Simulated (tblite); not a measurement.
Compound: CH11N3OSi3.
Atom-mapped SMILES: `[OH:1][Si@@H:2]1[NH:3][CH2:4][SiH2:5][NH:6][SiH2:7][NH:8]1` (hydrogens: H9 on O1; H10 on Si2; H11 on N3; H12, H13 on C4; H14, H15 on Si5; H16 on N6; H17, H18 on Si7; H19 on N8)

Computed with GFN2-xTB (tblite), gas phase: L-BFGS steps from a force-field or distance-geometry start until the largest atomic force falls under 0.01 eV/Å.

Step 62: E = -705.7381 eV
```
atom  x, y, z in Å  |  force x, y, z in eV/Å
O1     -2.0848    2.4018    0.0621   -0.066  -0.002  -0.003
Si2    -1.1503    1.2140   -0.5488    0.018   0.028  -0.016
N3     -1.5451   -0.2823    0.1880   -0.039   0.008   0.005
C4     -1.0007   -1.5488   -0.2742   -0.034   0.006   0.000
Si5     0.7215   -1.9883    0.4284   -0.001   0.010   0.003
N6      1.5911   -0.5541    0.8297   -0.059   0.024  -0.157
Si7     1.8907    0.8858   -0.0961    0.017   0.028   0.032
N8      0.4453    1.8135   -0.2423    0.005  -0.008   0.000
H9     -3.0304    2.2916    0.0238    0.031   0.013   0.022
H10    -1.4060    1.0294   -1.9796    0.001  -0.016  -0.020
H11    -1.6263   -0.2732    1.1946   -0.007  -0.003   0.007
H12    -0.9640   -1.5039   -1.3633    0.000   0.013   0.012
H13    -1.7193   -2.3359   -0.0169    0.002  -0.015  -0.045
H14     1.4362   -2.7956   -0.5693    0.011  -0.033  -0.003
H15     0.5846   -2.7260    1.6926   -0.006   0.005   0.004
H16     2.0600   -0.5854    1.7136    0.110   0.006   0.157
H17     2.3946    0.4842   -1.4165    0.006  -0.009   0.023
H18     2.8431    1.6709    0.6934    0.016   0.015  -0.046
H19     0.5499    2.8115   -0.3267   -0.002  -0.072   0.024
```

Step 63: E = -705.7390 eV
```
atom  x, y, z in Å  |  force x, y, z in eV/Å
O1     -2.0879    2.4000    0.0700   -0.058  -0.005  -0.003
Si2    -1.1542    1.2164   -0.5499    0.028   0.031  -0.034
N3     -1.5438   -0.2825    0.1840   -0.047   0.017   0.017
C4     -0.9980   -1.5472   -0.2801   -0.032   0.010  -0.004
Si5     0.7174   -1.9891    0.4343    0.008  -0.009   0.007
N6      1.5825   -0.5512    0.8317    0.046   0.014   0.033
Si7     1.8883    0.8867   -0.0949    0.016   0.044   0.018
N8      0.4442    1.8148   -0.2534    0.007   0.013   0.002
H9     -3.0330    2.2838    0.0413    0.026   0.017   0.022
H10    -1.4183    1.0358   -1.9803    0.003  -0.014  -0.011
H11    -1.6199   -0.2728    1.1911   -0.012  -0.011   0.012
H12    -0.9522   -1.4959   -1.3684   -0.006   0.003   0.010
H13    -1.7188   -2.3357   -0.0313    0.010  -0.004  -0.051
H14     1.4348   -2.8104   -0.5518    0.002  -0.022   0.006
H15     0.5714   -2.7171    1.7036   -0.006   0.008  -0.002
H16     2.0860   -0.5963    1.7015    0.007   0.004  -0.024
H17     2.4021    0.4884   -1.4133    0.006  -0.006   0.026
H18     2.8368    1.6688    0.7027    0.013   0.018  -0.052
H19     0.5526    2.8127   -0.3444   -0.012  -0.109   0.028
```

Step 64: E = -705.7401 eV
```
atom  x, y, z in Å  |  force x, y, z in eV/Å
O1     -2.0889    2.4007    0.0705    0.005   0.000  -0.002
Si2    -1.1562    1.2156   -0.5490    0.015   0.014  -0.036
N3     -1.5480   -0.2832    0.1850   -0.039   0.016   0.016
C4     -0.9995   -1.5469   -0.2796   -0.016   0.017  -0.004
Si5     0.7168   -1.9877    0.4344    0.011  -0.011   0.009
N6      1.5866   -0.5520    0.8305    0.054   0.005   0.067
Si7     1.8905    0.8872   -0.0940    0.014   0.034   0.004
N8      0.4439    1.8108   -0.2541    0.000   0.019  -0.001
H9     -3.0333    2.2887    0.0399   -0.024   0.006   0.019
H10    -1.4236    1.0333   -1.9791    0.009  -0.008  -0.003
H11    -1.6228   -0.2732    1.1921   -0.014  -0.013   0.014
H12    -0.9508   -1.4920   -1.3674   -0.008  -0.002   0.000
H13    -1.7184   -2.3388   -0.0355    0.008   0.010  -0.045
H14     1.4325   -2.8108   -0.5520   -0.001  -0.018   0.010
H15     0.5709   -2.7155    1.7040   -0.006   0.010  -0.002
H16     2.0917   -0.5970    1.7003   -0.013  -0.001  -0.052
H17     2.4098    0.4891   -1.4105    0.001  -0.001   0.024
H18     2.8361    1.6724    0.7032    0.017   0.021  -0.044
H19     0.5528    2.8084   -0.3461   -0.015  -0.099   0.026
```

Problem. Estimate the geometry and energy of step 65. (The exact step hangs on the optimiser's Hessian estimate; all steps are aligned on step 64, rigid shifts and turns removed.)

Solution. E = -705.7419 eV, largest force 0.118 eV/Å
```
atom  x, y, z in Å  |  force x, y, z in eV/Å
O1     -2.0930    2.4025    0.0696    0.025   0.002   0.005
Si2    -1.1616    1.2151   -0.5482   -0.012  -0.031  -0.035
N3     -1.5576   -0.2846    0.1856   -0.023   0.014   0.018
C4     -1.0024   -1.5455   -0.2805    0.020   0.036  -0.011
Si5     0.7136   -1.9839    0.4379    0.012  -0.012   0.010
N6      1.5921   -0.5517    0.8296    0.056  -0.009   0.104
Si7     1.8947    0.8881   -0.0930    0.010   0.005  -0.021
N8      0.4426    1.8018   -0.2567   -0.007   0.002  -0.003
H9     -3.0380    2.2923    0.0461   -0.013  -0.003   0.014
H10    -1.4375    1.0308   -1.9771    0.023  -0.001   0.004
H11    -1.6267   -0.2729    1.1933   -0.021  -0.022   0.014
H12    -0.9419   -1.4796   -1.3667   -0.018  -0.018  -0.020
H13    -1.7179   -2.3462   -0.0519    0.014   0.059  -0.030
H14     1.4267   -2.8141   -0.5454   -0.005  -0.013   0.013
H15     0.5643   -2.7082    1.7086   -0.005   0.009   0.008
H16     2.1116   -0.6006    1.6914   -0.038  -0.019  -0.072
H17     2.4301    0.4884   -1.4027   -0.014   0.010   0.008
H18     2.8360    1.6796    0.7011    0.022   0.031  -0.023
H19     0.5552    2.7979   -0.3486   -0.027  -0.041   0.015
```

The energy changes by -0.0018 eV. The first-order estimate −F·Δx gives -0.0030 eV and the mean of the old and new forces, exact on a quadratic surface, -0.0018 eV. The step makes an angle of 71° with the force vector and moves no atom by more than 0.022 Å.

The cost below is that of the whole relaxation. Time: 1.5 s wall. Hardware: an Arm Neoverse V1 with one thread, shared host with 32 logical CPUs at a one-minute load of 25.
